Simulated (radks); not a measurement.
The numbers below are computed, except where a source is named.
Task: The tungsten ion W48+, 26 electrons, occupied as [Ar] 3d8. Code: a radial shooting solver on a logarithmic mesh with Libxc functionals. Model: scalar-relativistic Kohn-Sham, SCAN, spin-polarised, spherical densities, finite nucleus; open shells are filled with parallel spins first (spin-orbit coupling, left out, can overturn this in heavy ions); meta-GGA in the generalised Kohn-Sham scheme; Fermi nuclear charge, rms radius 5.3658 fm. Some entries of the table are withheld. Estimate them.

| orbital | occ. | eigenvalue (hartree) | <r> (bohr) |
|---|---|---|---|
| 1s up | 1 | -2655.251 | 0.01835 |
| 1s down | 1 | -2655.237 | 0.01835 |
| 2s up | 1 | -539.1237 | 0.07729 |
| 2s down | 1 | -538.7975 | 0.07727 |
| 2p up | 3 | -483.8404 | 0.06917 |
| 2p down | 3 | -483.5579 | 0.06913 |
| 3s up | 1 | -192.0540 | 0.1949 |
| 3s down | 1 | -191.5744 | 0.1952 |
| 3p up | 3 | (1) | 0.1937 |
| 3p down | 3 | (2) | 0.1939 |
| 3d up | 5 | -157.6496 | 0.1737 |
| 3d down | 3 | -157.0858 | 0.1739 |

Result: 
(1) 3p up eigenvalue (hartree): -175.4498
(2) 3p down eigenvalue (hartree): -174.9707
